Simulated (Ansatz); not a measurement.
One arrangement of a pair

The pair of K⁺ (SMILES [K+], atom 1) and AlCl₃ (SMILES Cl[Al](Cl)Cl, atoms 2–5), both closed shells, in one local arrangement (a lower one may exist), relaxed at PBE0-D4/def2-TZVP:

| atom | x (Å) | y (Å) | z (Å) |
| --- | --- | --- | --- |
| K1 | 0.4563 | 1.0562 | -2.8651 |
| Cl2 | 0.7794 | 1.5366 | 0.3315 |
| Al3 | -0.1271 | -0.2938 | 0.7972 |
| Cl4 | -0.4241 | -0.9921 | 2.6862 |
| Cl5 | -0.6845 | -1.3069 | -0.9498 |

Ansatz 0.2.0; basis: def2-TZVPPD, with def2-QZVPPD for the basis limit; cores frozen in the correlated methods. The outer core shell of Li, Na, Mg and K is correlated. The def2 sets are not built for correlating such inner shells, so the correlated values are less sure here. B3LYP uses VWN-RPA correlation. Extrapolation: Hartree–Fock as exp(−7.88 √X), correlation as X^−2.97. Interaction energies count from these two fragments, frozen as in the pair, with the counterpoise correction; negative means bound.

Task: What is the interaction energy by CCSD(T) at an estimated basis limit (MP2 extrapolated from triple and quadruple zeta, plus CCSD(T) − MP2 in triple zeta)? (An estimate is asked for; the value comes from the calculation.)

Result: The calculation gives: -12.47 kcal/mol. Hartree–Fock alone gives -9.73 kcal/mol at the basis limit. It counts from the two fragments frozen as in the pair.

The same quantity by other methods in triple zeta, and each one's difference from that estimate:
```tsv
method	E_int (kcal/mol)	difference
PBE-D4	-12.54	-0.06
revPBE-D4	-11.42	1.05
BLYP-D4	-12.15	0.32
r2SCAN-D4	-12.01	0.46
B97M-V	-12.20	0.27
PBE0-D4	-12.32	0.16
B3LYP-D4	-12.37	0.10
HSE06-D4	-12.34	0.14
wB97X-V	-12.28	0.19
wB97M-V	-12.40	0.07
B2PLYP	-11.26	1.21
HF	-9.56	2.91
MP2	-11.43	1.04
CCSD	-10.97	1.50
CCSD(T)	-11.12	1.35
```
Differences are method less estimate.

Energy to bend the free fragments (PBE0-D4 minima) into their shapes in the pair, CCSD(T)/def2-TZVPPD: AlCl₃ 1.41 kcal/mol. This must be added to the interaction energy to get the binding energy from relaxed fragments.

Basis-set superposition shift (counterpoise-corrected less uncorrected): CCSD(T) 0.96; MP2 0.90; HF 0.12; PBE0-D4 0.19; wB97M-V 0.16 kcal/mol.

No T1 diagnostic of these runs exceeds 0.010.

For scale, one of the runs: CCSD(T)/def2-TZVPPD, 237 basis functions, launched by `ansatz run in.yaml --threads 4 --pin off --events-out ev --progress --plain --max-ram 9574MiB`. Time: 100 s of wall clock on 4 CPU threads of an Arm Neoverse V2; the host was shared. Peak host memory: 3.9 GiB.
